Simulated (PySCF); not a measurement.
## Computed spin Hamiltonian

Species: C₄H₈NOSi₂ (doublet state).
Geometry (GFN2-xTB, Å), atoms numbered from 1 in this order:
```
atom  x, y, z in Å
C1     3.5482    0.1291    0.6770
C2     2.2624   -0.0818    0.0546
C3     1.1914   -0.2580   -0.4736
Si4   -0.4548   -0.5438   -1.2385
N5    -1.6603   -0.2735    0.0532
Si6   -2.5170    1.0623    0.8613
C7    -2.2268   -1.1503    0.8142
O8    -2.3053   -2.3090    1.0689
H9     3.4729    0.9070    1.4367
H10    4.2790    0.4338   -0.0720
H11    3.8872   -0.7934    1.1480
H12   -0.6469   -1.9278   -1.6614
H13   -0.7902    0.4620   -2.2433
H14   -2.0844    1.1499    2.2514
H15   -3.9459    0.9426    0.5906
H16   -2.0171    2.2598    0.1578
```

The hyperfine couplings belong to this conformer and change with its torsions.

Identity: `[SiH2](C#CC)N([C]=O)[SiH3]` [radical].

Method used: PySCF, UKS B3LYP, pcH-1 on C H N O Si, non-relativistic, mean-field spin-orbit, GIAO. The structure is a single GFN2-xTB conformer in the gas phase; no vibrational or solvent corrections. A GFN2-xTB geometry isn't a minimum of the functional, and hyperfine couplings can be far from their values at a DFT geometry. No stability test was run, so a lower SCF solution isn't excluded.

- g1, g2, g3: 1.99846, 2.00225, 2.00483
- g_iso: 2.00184
- Form of g: rhombic: the two nearest values differ by 41 % of g3 − g1
- ⟨S²⟩: 0.7525 (exact 0.7500)
- α and β electrons: 38, 37
- HOMO–LUMO gap, α and β orbitals: 4.47, 5.74 eV
- Total energy: -866.17440 Eh

Hyperfine couplings atom by atom, in MHz; T1 to T3 are the principal values of the dipolar part:

| atom | isotope | a_iso | of which spin–orbit | T1 | T2 | T3 | Mulliken spin population |
| --- | --- | --- | --- | --- | --- | --- | --- |
| C1 | 13C | -0.7 | 0.0 | -0.1 | 0.0 | 0.2 | 0.00 |
| C2 | 13C | 2.0 | 0.0 | -1.5 | -1.4 | 2.9 | 0.02 |
| C3 | 13C | -0.3 | 0.0 | -1.0 | -0.2 | 1.2 | -0.01 |
| Si4 | 29Si | -72.2 | 0.2 | -24.6 | 12.2 | 12.4 | 0.10 |
| N5 | 14N | 81.8 | 0.0 | -5.1 | -2.8 | 7.9 | 0.00 |
| Si6 | 29Si | 4.4 | 0.0 | -1.6 | 0.7 | 0.8 | 0.04 |
| C7 | 13C | 271.7 | -0.2 | -41.6 | -40.5 | 82.1 | 0.55 |
| O8 | 17O | -52.9 | 0.1 | -97.8 | 47.5 | 50.3 | 0.24 |
| H9 | 1H | 2.1 | 0.0 | -0.4 | -0.3 | 0.7 | 0.00 |
| H10 | 1H | 2.3 | 0.0 | -0.3 | -0.3 | 0.6 | 0.00 |
| H11 | 1H | 0.2 | 0.0 | -0.4 | -0.3 | 0.7 | 0.00 |
| H12 | 1H | 0.3 | 0.0 | -2.8 | -0.5 | 3.3 | 0.00 |
| H13 | 1H | 2.3 | 0.0 | -2.3 | -0.6 | 2.8 | 0.00 |
| H14 | 1H | 27.2 | 0.0 | -4.4 | -2.2 | 6.7 | 0.01 |
| H15 | 1H | 27.3 | 0.0 | -4.5 | -2.2 | 6.7 | 0.01 |
| H16 | 1H | 57.7 | 0.0 | -2.1 | -1.4 | 3.5 | 0.05 |

The Mulliken spin populations are largest on C7 (+0.55), O8 (+0.24) and Si4 (+0.10).

The SMILES `CC#C[SiH2]N([SiH3])[C]=O` draws the unpaired electron on C7, whose computed spin population is only +0.55.

Axes: g1 points within 15° of the C7–O8 bond.

Under fast tumbling the dipolar parts average out, and these isotropic splittings remain: 1 × 14N (N5, I = 1, 3 lines) with 2.92 mT, 3 × 1H (H14/H15/H16, I = 1/2, 4 lines) with 1.33 mT, 3 × 1H (H9/H10/H11, I = 1/2, 4 lines) with 0.06 mT and 2 × 1H (H12/H13, I = 1/2, 3 lines) with 0.05 mT.

Nuclei that the bonding pattern makes equivalent are averaged, as if the motion that swaps them (rotation, inversion, ring flip) were fast. The three 1H nuclei of mean +37.4 MHz run from 27.2 to 57.7 MHz in the frozen geometry.

The 29Si coupling of Si4 (-72.2 MHz) shows only in satellite lines or after enrichment, since that isotope makes up about 4.7 % of natural silicon.

The 13C coupling of C7 (271.7 MHz) shows only in satellite lines or after enrichment, since that isotope makes up about 1.07 % of natural carbon.
